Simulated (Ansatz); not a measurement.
One change: `O[SiH](O)[SiH2]Cl` becomes `O[SiH](O)[SiH2]F`.

Ansatz, PBE0-D4/def2-TZVP geometries, multiplicity 1. Each molecule was computed in one conformer, which needn't be the lowest.

```tsv
property	`O[SiH](O)[SiH2]Cl`
LUMO energy (PBE0/def2-TZVPP) / eV	-0.78
HOMO energy (B3LYP/def2-TZVPP) / eV	-7.77
LUMO energy (PBE/def2-TZVPP) / eV	-1.63
HOMO energy (PBE/def2-TZVPP) / eV	-6.74
HOMO–LUMO gap (B3LYP/def2-TZVPP) / eV	6.81
HOMO–LUMO gap (PBE/def2-TZVPP) / eV	5.11
```

Give the same properties after the change, and the shifts. (Estimate.)

The calculation gave: 
```json
{"property": "LUMO energy (PBE0/def2-TZVPP) / eV", "`O[SiH](O)[SiH2]F`": "-0.86", "shift": "-0.08"}
{"property": "HOMO energy (B3LYP/def2-TZVPP) / eV", "`O[SiH](O)[SiH2]F`": "-7.79", "shift": "-0.02"}
{"property": "LUMO energy (PBE/def2-TZVPP) / eV", "`O[SiH](O)[SiH2]F`": "-1.71", "shift": "-0.08"}
{"property": "HOMO energy (PBE/def2-TZVPP) / eV", "`O[SiH](O)[SiH2]F`": "-6.70", "shift": "0.04"}
{"property": "HOMO–LUMO gap (B3LYP/def2-TZVPP) / eV", "`O[SiH](O)[SiH2]F`": "6.73", "shift": "-0.08"}
{"property": "HOMO–LUMO gap (PBE/def2-TZVPP) / eV", "`O[SiH](O)[SiH2]F`": "4.99", "shift": "-0.12"}
```

Positive LUMOs are unbound, so they and the gaps depend on the basis.

B3LYP here is the variant with VWN-RPA as its local correlation; programs differ in this.
